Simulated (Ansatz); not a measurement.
`F[Si](F)(Cl)N[SiH2]Cl`, relaxed with RKS PBE0-D4/def2-TZVP in the Gaussian-basis code of Ansatz from a PBE-D4/def2-SVP geometry. The force threshold is 0.005 eV/Å; the program also tests the step.

Total charge 0; spin multiplicity 1.

Start:

```xyz
10

F    -0.356   -1.528   -1.412
Si    0.655   -1.372   -0.156
F     2.153   -1.552   -0.746
Cl    0.367   -2.878    1.198
N     0.390    0.180    0.523
Si   -0.621    1.458   -0.132
Cl   -2.625    1.192    0.368
H     0.705    0.311    1.490
H    -0.500    1.446   -1.619
H    -0.168    2.743    0.486
```

```csv
step,energy (eV),largest force (eV/Å),largest move (Å)
1,-47764.5151,1.161,0.000
2,-47764.6057,0.870,0.038
3,-47764.6337,0.131,0.032
4,-47764.6349,0.026,0.011
5,-47764.6356,0.023,0.030
6,-47764.6360,0.010,0.024
7,-47764.6361,0.015,0.037
8,-47764.6362,0.015,0.013
9,-47764.6362,0.010,0.004
10,-47764.6362,0.003,0.005
11,-47764.6363,0.003,0.007
```

End:

```xyz
10

F    -0.253   -1.532   -1.437
Si    0.663   -1.360   -0.166
F     2.156   -1.503   -0.653
Cl    0.335   -2.865    1.140
N     0.345    0.158    0.504
Si   -0.626    1.438   -0.124
Cl   -2.590    1.271    0.451
H     0.677    0.294    1.450
H    -0.583    1.387   -1.597
H    -0.123    2.712    0.432
```

Hardware: 3 threads of an AMD EPYC 7R13 on a shared host and a share of an NVIDIA H100 80 GB. Wall time 18 s, peak host memory 0.94 GiB.
